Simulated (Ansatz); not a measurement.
Cost and result for the atomization energy of `C=CN([SiH3])[SiH2]Cl` (14 atoms, 13 bonds).

Z-matrix (Å, degrees):
```
Si
N 1 1.749
H 1 1.477 2 109.4
H 1 1.486 2 109.7 3 -120.7
H 1 1.487 2 108.9 3 121.3
C 2 1.404 1 114.9 3 178.7
Si 2 1.733 1 128.4 3 1.2
C 6 1.331 2 126.5 1 -154.8
H 6 1.090 2 114.5 1 26.3
Cl 7 2.052 2 109.5 1 -23.7
H 7 1.482 2 113.1 1 94.4
H 7 1.478 2 108.5 1 -142.3
H 8 1.085 6 123.0 2 3.6
H 8 1.081 6 119.9 2 -176.7
```

Charge 0, multiplicity 1. Geometry: relaxed with PBE0-D4/def2-TZVP. It is one conformer, not always the lowest. Program: Ansatz. All runs use 2 threads of an AMD EPYC 7R13 on a shared host and a share of an NVIDIA H100 80 GB. Times are those of one run each, without the atoms' runs, and a repeat can differ threefold. Electronic energies, without spin–orbit coupling; frozen cores. CCSD(T)/CBS adds CCSD(T) − MP2 in def2-TZVPP to the MP2 limit, and its time is that of the two runs behind it. T1 = 0.011. B3LYP takes the VWN-RPA correlation (the form of Gaussian; ORCA's B3LYP/G).

CCSD(T)/CBS is a level of theory with its own doubt, some kJ/mol a heavy atom from the limit and from the frozen cores, so smaller differences don't rank the functionals.

```json
{"level": "PBE0-D4/def2-TZVPP", "functions": "331", "wall time": "2.3 s", "atomization (kJ/mol)": "4997.9", "difference from CCSD(T)/CBS": "-11.2", "per bond": "-0.9"}
{"level": "PBE-D4/def2-TZVPP (with forces)", "functions": "331", "wall time": "2.6 s", "atomization (kJ/mol)": "5057.5", "difference from CCSD(T)/CBS": "48.4", "per bond": "3.7"}
{"level": "B2PLYP/def2-TZVPP", "functions": "331", "wall time": "2.7 s", "atomization (kJ/mol)": "4943.3", "difference from CCSD(T)/CBS": "-65.8", "per bond": "-5.1"}
{"level": "r2SCAN-D4/def2-TZVPP (with forces)", "functions": "331", "wall time": "3 s", "atomization (kJ/mol)": "5005.6", "difference from CCSD(T)/CBS": "-3.5", "per bond": "-0.3"}
{"level": "B3LYP-D4/def2-TZVPP (with forces)", "functions": "331", "wall time": "3.1 s", "atomization (kJ/mol)": "5010.3", "difference from CCSD(T)/CBS": "1.2", "per bond": "0.1"}
{"level": "ωB97M-V/def2-TZVPP (with forces)", "functions": "331", "wall time": "3.2 s", "atomization (kJ/mol)": "5026.6", "difference from CCSD(T)/CBS": "17.5", "per bond": "1.3"}
{"level": "ωB97X-V/def2-TZVPP", "functions": "331", "wall time": "3.4 s", "atomization (kJ/mol)": "5033.6", "difference from CCSD(T)/CBS": "24.5", "per bond": "1.9"}
{"level": "MP2/def2-QZVPP", "functions": "621", "wall time": "4.5 s", "atomization (kJ/mol)": "5010.9", "difference from CCSD(T)/CBS": "1.8", "per bond": "0.1"}
{"level": "CCSD(T)/def2-TZVPP", "functions": "331", "wall time": "6.5 s", "atomization (kJ/mol)": "4868.6", "difference from CCSD(T)/CBS": "-140.5", "per bond": "-10.8"}
{"level": "CCSD(T)/CBS(def2)", "functions": "–", "wall time": "11 s", "atomization (kJ/mol)": "5009.1", "difference from CCSD(T)/CBS": "0.0", "per bond": "0.0"}
```

From PBE to PBE0 (25 % exact exchange), in def2-TZVPP and without D4, the atomization energy moves by −53.7 kJ/mol: exact exchange takes away binding that semilocal exchange gives to molecules. In def2-TZVPP, CCSD(T) changes the Hartree–Fock value by +1182.2 kJ/mol (the triples alone add +71.7 kJ/mol) and MP2 by +1240.4 kJ/mol; breaking electron pairs costs correlation energy, which Hartree–Fock lacks. The D4 term adds +66.1 kJ/mol with B3LYP and +35.1 kJ/mol with PBE0; it sums over pairs of atoms, weighted by their polarisabilities, and B3LYP, whose exchange is more repulsive, gets the larger term.
